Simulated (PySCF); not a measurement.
Q: What does the GFN2-xTB structure of InChI=1S/C3H10Si2/c1-2-3(4)5/h2-3H,1H2,4-5H3 look like in three dimensions?

A: 
```xyz
15
C3H10Si2 angstrom
C      2.3238   -0.3690    0.2123
C      1.1353   -0.2688   -0.3593
C     -0.1234    0.0898    0.3435
Si    -0.8165    1.7225   -0.3634
Si    -1.3586   -1.3623    0.2370
H      2.4613   -0.1888    1.2668
H      3.2078   -0.6321   -0.3438
H      1.0357   -0.4565   -1.4218
H      0.1047    0.2555    1.4020
H      0.1884    2.7770   -0.2029
H     -2.0357    2.0865    0.3611
H     -1.1184    1.5591   -1.7871
H     -1.6989   -1.6199   -1.1632
H     -2.5694   -1.0241    0.9873
H     -0.7405   -2.5608    0.8096
```

Any rigid rotation of these coordinates is as good. Atoms count from 1 in this order. Of the pairs four or more bonds apart, H6···H9 is among the closest relative to their van der Waals radii: 2.40 Å, 100 % of the sum of Bondi's values. Si4 (SiH3 silicon) is tetrahedral (angles from 109.0° to 109.8°). The C–C distances run from 1.323 Å (C1=C2, drawn double) to 1.486 Å (C2–C3, drawn single), a spread of 0.163 Å.

Bonds between heavy atoms (Å): C1=C2 1.323, C2–C3 1.486, C3–Si4 1.909, C3–Si5 1.909.

The geometry is computed with GFN2-xTB (gas phase).

Point group: Cs (tolerance 0.08 Å). No frequency check. The numbers are those of one conformer (C1–C2–C3–Si4 118°).
